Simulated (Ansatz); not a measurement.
Reaction (isomerisation): `[GeH3]/[CH]=C1\CS1` → `C1=[CH][GeH2][S]C1`

Computed with Ansatz on PBE0-D4/def2-TZVP structures; ΔE is electronic, products minus reactants. CBS: MP2 limit from def2 TZ/QZ plus the TZ coupled-cluster correction, frozen cores. Functionals use def2-TZVPP. For Ge outer-core shells are correlated without core-valence functions, which leaves a few kJ/mol of doubt a bond. Scalar relativity is left out up to krypton.

CCSD(T)/CBS gives -1.84 eV.

Problem. Another level gave -1.59 eV. Which?
A. PBE/def2-TZVPP
B. B2PLYP/def2-TZVPP
C. CCSD/def2-TZVPP
D. HF/def2-TZVPP

Solution. A. PBE -1.59, CCSD/def2-TZVPP -1.83, HF/def2-TZVPP -1.93, B2PLYP -1.72 eV.

Largest T1 diagnostic among the species: 0.013.

The D4 term adds −0.06 eV with B3LYP and −0.03 eV with PBE0; it sums over pairs of atoms, weighted by their polarisabilities, and B3LYP, whose exchange is more repulsive, gets the larger term. In def2-TZVPP, CCSD(T) changes the Hartree–Fock value by +0.13 eV (the triples alone add +0.04 eV) and MP2 by +0.16 eV. From PBE to PBE0 (25 % exact exchange), in def2-TZVPP and without D4, ΔE moves by −0.15 eV.

B3LYP here is the variant with VWN-RPA as its local correlation; programs differ in this.
